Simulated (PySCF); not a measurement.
Se (selenium, neutral) across methods

[Ar] 3d10 4s1 4p4 5s1, high-spin 5P determinant (an excited configuration). Calculation: PySCF 2.14, in aug-cc-pVQZ-PP with ECP10MDF; a scalar-relativistic core potential.

| method | E (hartree) | mean ε 4p α (eV) | mean ε 4p β (eV) | mean ε 5s α (eV) | Σ⟨r²⟩ (bohr²) | ⟨S²⟩ |
| --- | --- | --- | --- | --- | --- | --- |
| LDA | -371.9424 | -11.740 | -9.297 | -2.215 | 61.62 | 6.002 |
| LC-wPBE | -372.5382 | -16.075 | -12.841 | -3.777 | 63.00 | 6.003 |
| r2SCAN | -372.3842 | -12.381 | -9.410 | -2.136 | 62.81 | 6.007 |
| PBE0 | -372.4720 | -13.211 | -10.115 | -2.517 | 62.52 | 6.004 |
| wB97X-V | -372.4550 | -15.468 | -12.468 | -3.588 | 62.72 | 6.003 |
| UHF | -371.27404 | -17.083 | -11.465 | -3.427 | 63.95 | 6.012 |
| BLYP | -372.4623 | -11.363 | -9.252 | -1.899 | 62.16 | 6.003 |
| PBE | -372.5010 | -11.700 | -9.213 | -2.091 | 62.22 | 6.003 |

Task: Estimate the same row for revPBE.

Result: E (hartree) = -372.5698; mean ε 4p α (eV) = -11.708; mean ε 4p β (eV) = -9.185; mean ε 5s α (eV) = -2.064; Σ⟨r²⟩ (bohr²) = 62.52; ⟨S²⟩ = 6.004.

Energies and moments cover only the electrons outside the core potential. The outer electron is Rydberg-like, and this basis confines it to a smaller radius and binds it less than a complete one would.
